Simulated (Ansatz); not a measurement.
Reaction (formal exchange of groups at the Al–N bond): `[NH2][Al]([F])[SH]` + SiH₄ → `[F][Al]([SiH3])[SH]` + NH₃

Computed with Ansatz on PBE0-D4/def2-TZVP structures; ΔE is electronic, products minus reactants. CCSD(T)/CBS adds triple-zeta CCSD(T) − MP2 to the extrapolated MP2 energy (def2 sets, frozen cores). This one scheme is used for every species. Functionals use def2-TZVPP. Each species was taken in one conformer, which may not be the lowest.

```
      level  ΔE (eV)
        PBE     0.64
HF/def2-SVP     0.99
```

(1) What does CCSD(T)/CBS give? (An estimate is asked.)

(2) What do rigid-rotor, harmonic-oscillator terms from PBE0-D4/def2-TZVP frequencies (298.15 K, 1 bar) make of the CCSD(T)/CBS value? (An estimate is asked.)

Largest T1 diagnostic among the species: 0.013.

## Answers

(1) Ansatz gave: +0.84 eV. The listed levels differ from it by -0.20, 0.15 eV.

(2) The calculation gave: ΔZPE = +0.06 eV, ΔH = +0.93 eV, ΔS = 23 J/(mol·K), ΔG = +0.86 eV. Modes under 50 cm⁻¹ make the entropy rough.

From PBE to PBE0 (25 % exact exchange), in def2-TZVPP and without D4, ΔE moves by +0.06 eV. In def2-TZVPP, CCSD(T) changes the Hartree–Fock value by −0.15 eV (the triples alone add −0.03 eV) and MP2 by −0.06 eV.
